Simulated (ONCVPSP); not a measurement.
Building the ONCV potential for platinum (Pt) (PBEsol, scalar-relativistic).

Input for ONCVPSP 4.0.1:

```
# ATOM AND REFERENCE CONFIGURATION
# atsym  z   nc   nv     iexc    psfile
  Pt 78.00   10    5  -116133      upf
#
#   n    l    f
    1    0    2.00
    2    0    2.00
    2    1    6.00
    3    0    2.00
    3    1    6.00
    3    2   10.00
    4    0    2.00
    4    1    6.00
    4    2   10.00
    4    3   14.00
    5    0    2.00
    5    1    6.00
    5    2    9.00
    6    0    0.75
    6    1    0.25
#
# PSEUDOPOTENTIAL AND OPTIMIZATION
# lmax
    2
#
#   l,   rc,      ep,       ncon, nbas, qcut
    0    1.30    0.00    4    8    8.00
    1    2.10    0.00    4    8    7.20
    2    1.95    0.00    4    9    8.00
#
# LOCAL POTENTIAL
# lloc, lpopt,  rc(5),   dvloc0
    4    3    1.20    6.00
#
# VANDERBILT-KLEINMAN-BYLANDER PROJECTORs
# l, nproj, debl
    0    2    0.50
    1    2    2.90
    2    2    2.10
#
# MODEL CORE CHARGE
# icmod, fcfact, rcfact
    1    0.60    0.00
#
# LOG DERIVATIVE ANALYSIS
# epsh1, epsh2, depsh
   -5.00    5.00    0.04
#
# OUTPUT GRID
# rlmax, drl
    6.00    0.01
#
# TEST CONFIGURATIONS
# ncnf
    4
# nvcnf
#   n    l    f
    5
    5    0    2.00
    5    1    6.00
    5    2    9.00
    6    0    1.00
    6    1    0.00
#
    5
    5    0    2.00
    5    1    6.00
    5    2    9.00
    6    0    0.00
    6    1    0.00
#
    5
    5    0    2.00
    5    1    6.00
    5    2    8.00
    6    0    0.00
    6    1    0.00
#
    5
    5    0    1.00
    5    1    6.00
    5    2    9.00
    6    0    1.00
    6    1    0.00
#
```

Command:

```bash
oncvpsp.x < Pt.dat > Pt.out
```

Resulting log (shortened: citation, most of the input echo, consistency checks and plot data are left out):

```
ONCVPSP  (Optimized Norm-Conservinng Vanderbilt PSeudopotential)
scalar-relativistic version 4.0.1

#   n    l    f        energy (Ha)
    1    0    2.00    -2.8815848E+03
    2    0    2.00    -5.0624142E+02
    2    1    6.00    -4.3873205E+02
    3    0    2.00    -1.1892086E+02
    3    1    6.00    -9.9266015E+01
    3    2   10.00    -7.7959026E+01
    4    0    2.00    -2.5557824E+01
    4    1    6.00    -1.9112740E+01
    4    2   10.00    -1.1290816E+01
    4    3   14.00    -2.5981038E+00
    5    0    2.00    -3.7648960E+00
    5    1    6.00    -2.0805497E+00
    5    2    9.00    -2.4684171E-01
    6    0    0.75    -2.2488868E-01
    6    1    0.25    -4.0295278E-02

Reference configufation results
  iterations    33
  all-electron total energy (Ha)   -1.84083190D+04

Begin loop to  construct optimized pseudo wave functions
and semi-local pseudopoentials for all angular momenta

Calculating optimized projector #   1

 for l=   0

    Fraction of norm inside rc  0.870076
    Optimizing pswf for qcut=   8.01 a_B^-1,  ecut=  32.10 Ha
    Residual kinetic energy error=  2.47D-04 Ha

    Energy error per electron        Cutoff
         Ha          eV             Ha
         0.01000     0.27211       23.56
         0.00100     0.02721       28.95
         0.00010     0.00272       57.95
         0.00001     0.00027      106.82

Calculating optimized projector #   2

 for l=   0

    Fraction of norm inside rc  0.040085
    Optimizing pswf for qcut=   8.01 a_B^-1,  ecut=  32.10 Ha
    Residual kinetic energy error=  8.72D-05 Ha

    Energy error per electron        Cutoff
         Ha          eV             Ha
         0.01000     0.27211       19.46
         0.00100     0.02721       26.25
         0.00010     0.00272       31.78
         0.00001     0.00027       68.10

Calculating optimized projector #   1

 for l=   1

    Fraction of norm inside rc  0.983037
    Optimizing pswf for qcut=   7.20 a_B^-1,  ecut=  25.91 Ha
    Residual kinetic energy error=  2.66D-08 Ha

    Energy error per electron        Cutoff
         Ha          eV             Ha
         0.01000     0.27211       12.23
         0.00100     0.02721       15.63
         0.00010     0.00272       18.57
         0.00001     0.00027       21.13

Calculating optimized projector #   2

 for l=   1

    Fraction of norm inside rc  0.041189
    Optimizing pswf for qcut=   7.20 a_B^-1,  ecut=  25.91 Ha
    Residual kinetic energy error=  1.50D-08 Ha

    Energy error per electron        Cutoff
         Ha          eV             Ha
         0.01000     0.27211        7.30
         0.00100     0.02721       11.11
         0.00010     0.00272       14.35
         0.00001     0.00027       17.00

   Wellstate for l =  2  n =  7
     eigenvalue =   1.8532
     asymptotic potential =   2.3532
     half-point radius =  4.1430

Calculating optimized projector #   1

 for l=   2

    Fraction of norm inside rc  0.712107
    Optimizing pswf for qcut=   7.99 a_B^-1,  ecut=  31.93 Ha
    Residual kinetic energy error=  6.97D-08 Ha

    Energy error per electron        Cutoff
         Ha          eV             Ha
         0.01000     0.27211       15.07
         0.00100     0.02721       19.55
         0.00010     0.00272       23.45
         0.00001     0.00027       26.51

Calculating optimized projector #   2

 for l=   2

    Fraction of norm inside rc  0.106845
    Optimizing pswf for qcut=   7.99 a_B^-1,  ecut=  31.93 Ha
    Residual kinetic energy error=  7.00D-08 Ha

    Energy error per electron        Cutoff
         Ha          eV             Ha
         0.01000     0.27211       14.56
         0.00100     0.02721       19.24
         0.00010     0.00272       23.34
         0.00001     0.00027       26.57

Construct Vanderbilt / Kleinmman-Bylander projectors

B matrix Hermiticity error, ll=   0
   1   2    6.0966E-04

  Orthonormal projector coefficients  1.1397E+01 -8.6486E-01

B matrix Hermiticity error, ll=   1
   1   2    1.5374E-04

  Orthonormal projector coefficients -1.6760E+00  9.2829E-01

B matrix Hermiticity error, ll=   2
   1   2   -2.2823E-04

  Orthonormal projector coefficients -2.1178E+00  4.8721E-01

Model core correction analysis
  based on d2Exc/dn_idn_j

d2excae - all-electron derivatives

   -2.871949D-02   -2.475017D-02   -1.197671D-02   -1.515525D-03
   -5.021173D-04
   -2.475392D-02   -2.413779D-02   -1.461234D-02   -1.883795D-03
   -4.314223D-04
   -1.202892D-02   -1.475383D-02   -1.402266D-02   -3.494043D-03
   -3.802630D-04
   -1.612569D-03   -2.198190D-03   -4.217168D-03   -2.565578D-03
   -2.778856D-04
   -5.289441D-04   -5.240504D-04   -6.613197D-04   -4.291474D-04
   -5.772232D-05

d2excps - pseudofunction derivatives with no core correction

   -4.322340D-02   -3.574326D-02   -1.564106D-02   -2.589117D-03
   -8.159403D-04
   -3.574757D-02   -3.138574D-02   -1.664024D-02   -2.809520D-03
   -6.704138D-04
   -1.569390D-02   -1.678255D-02   -1.500187D-02   -3.730495D-03
   -4.356251D-04
   -2.686761D-03   -3.125598D-03   -4.457638D-03   -2.654760D-03
   -3.057450D-04
   -8.429369D-04   -7.635402D-04   -7.182453D-04   -4.578511D-04
   -6.542045D-05

rms 2nd derivative error    4.669542E-03

Polynomial model core charge

d2excps - pseudofunction derivatives with core correction

   -2.738634D-02   -2.369410D-02   -1.254031D-02   -1.401665D-03
   -4.456921D-04
   -2.369788D-02   -2.219357D-02   -1.429550D-02   -1.901659D-03
   -3.877879D-04
   -1.259250D-02   -1.443690D-02   -1.426776D-02   -3.515696D-03
   -3.701027D-04
   -1.498660D-03   -2.215949D-03   -4.238846D-03   -2.554867D-03
   -2.767132D-04
   -4.725045D-04   -4.803857D-04   -6.511716D-04   -4.279847D-04
   -5.637156D-05

rms 2nd derivative error    5.906607E-04

Pseudoatom total energy -121.474615

Diagnostic tests using Vanderbilt-Kleinman-Bylander pseudopotentials
  1 or more projectors used as specified by nproj input data

   l    rcore       rmatch      e in        delta e   norm test  slope test

   0   1.3018172   1.3413432  -3.7648960  -0.0000130   1.0002957   1.0003016
   0   1.3018172   1.3413432  -0.2248887   0.0000105   1.0000830   1.0000796

   1   2.1008182   2.1646036  -2.0805497   0.0000016   1.0002638   1.0002524
   1   2.1008182   2.1646036  -0.0402953   0.0000009   1.0000188   1.0000173

   2   1.9552969   2.0146639  -0.2468417   0.0000007   1.0000837   1.0000965
   2   1.9552969   2.0146639   1.8531583   0.0000395   1.0002596   1.0002596

 Testing for bound ghosts
   n   l    E NL Schr. Eq   E Basis Diag.   E Cutoff

   1   0       -3.764909       -3.764905    155.55
   2   0       -0.224878       -0.071523    155.55

   2   1       -2.080548       -2.080523     69.27
   3   1       -0.040294        0.013809     69.27

   3   2       -0.246841       -0.245768    115.99

 Testing for highly-localized positive-energy ghosts
       l    <radius>/rc     E Basis Diag.   E Cutoff

Test configuration 0

   n   l     f        eae           eps        diff
   1   0  2.0000-2881.58483304
   2   0  2.0000 -506.24141998
   2   1  6.0000 -438.73204654
   3   0  2.0000 -118.92086347
   3   1  6.0000  -99.26601515
   3   2 10.0000  -77.95902612
   4   0  2.0000  -25.55782369
   4   1  6.0000  -19.11274007
   4   2 10.0000  -11.29081595
   4   3 14.0000   -2.59810378
   5   0  2.0000   -3.76489601   -3.76490901   -1.30D-05
   5   1  6.0000   -2.08054972   -2.08054809    1.64D-06
   5   2  9.0000   -0.24684171   -0.24684105    6.60D-07
   6   0  0.7500   -0.22488868   -0.22487819    1.05D-05
   6   1  0.2500   -0.04029528   -0.04029436    9.14D-07

    Total energies and differences
      AE_ref= -1.84083190D+04  AE_tst= -1.84083190D+04  dif=  0.00D+00
      PS_ref= -1.21474615D+02  PS_tst= -1.21474615D+02  dif= -1.42D-14
      PSP excitation error=  1.42D-14

Test configuration 1

   n   l     f        eae           eps        diff
   1   0  2.0000-2881.56410020
   2   0  2.0000 -506.22110922
   2   1  6.0000 -438.71173483
   3   0  2.0000 -118.90040524
   3   1  6.0000  -99.24555742
   3   2 10.0000  -77.93861075
   4   0  2.0000  -25.53728080
   4   1  6.0000  -19.09220034
   4   2 10.0000  -11.27029216
   4   3 14.0000   -2.57756213
   5   0  2.0000   -3.74408267   -3.74403726    4.54D-05
   5   1  6.0000   -2.05947307   -2.05946378    9.30D-06
   5   2  9.0000   -0.22664960   -0.22665492   -5.32D-06
   6   0  1.0000   -0.20938898   -0.20936905    1.99D-05

    Total energies and differences
      AE_ref= -1.84083190D+04  AE_tst= -1.84083646D+04  dif= -4.56D-02
      PS_ref= -1.21474615D+02  PS_tst= -1.21520194D+02  dif= -4.56D-02
      PSP excitation error=  1.29D-05

Test configuration 2

   n   l     f        eae           eps        diff
   1   0  2.0000-2881.86673913
   2   0  2.0000 -506.52089190
   2   1  6.0000 -439.01158163
   3   0  2.0000 -119.20092683
   3   1  6.0000  -99.54608393
   3   2 10.0000  -78.23886955
   4   0  2.0000  -25.83826087
   4   1  6.0000  -19.39316677
   4   2 10.0000  -11.57116292
   4   3 14.0000   -2.87853606
   5   0  2.0000   -4.04671639   -4.04721386   -4.97D-04
   5   1  6.0000   -2.36403297   -2.36422451   -1.92D-04
   5   2  9.0000   -0.52674491   -0.52671565    2.93D-05

    Total energies and differences
      AE_ref= -1.84083190D+04  AE_tst= -1.84080255D+04  dif=  2.93D-01
      PS_ref= -1.21474615D+02  PS_tst= -1.21181009D+02  dif=  2.94D-01
      PSP excitation error= -1.31D-04

Test configuration 3

psatom: WARNING lschvkbb convergence error n,l,iter=   3   1   3
ea(ii),et,emin,emax -4.029436E-02 -4.432380E-02 -4.432380E-02 -4.432380E-02
run_config: WARNING for fully non-local PS atom, stg. 1
 WARNING no output for configuration 4

Test configuration 4

   n   l     f        eae           eps        diff
   1   0  2.0000-2882.17331674
   2   0  2.0000 -506.80366416
   2   1  6.0000 -439.29536089
   3   0  2.0000 -119.47614616
   3   1  6.0000  -99.82138356
   3   2 10.0000  -78.51390286
   4   0  2.0000  -26.11266077
   4   1  6.0000  -19.66710294
   4   2 10.0000  -11.84329161
   4   3 14.0000   -3.14412378
   5   0  1.0000   -4.25700952   -4.26520348   -8.19D-03
   5   1  6.0000   -2.54851739   -2.55830365   -9.79D-03
   5   2  9.0000   -0.64778455   -0.64752390    2.61D-04
   6   0  1.0000   -0.52141711   -0.52197838   -5.61D-04

    Total energies and differences
      AE_ref= -1.84083190D+04  AE_tst= -1.84043748D+04  dif=  3.94D+00
      PS_ref= -1.21474615D+02  PS_tst= -1.17523353D+02  dif=  3.95D+00
      PSP excitation error= -7.04D-03
```

The run took about 5.5 s on one core of a shared server CPU.
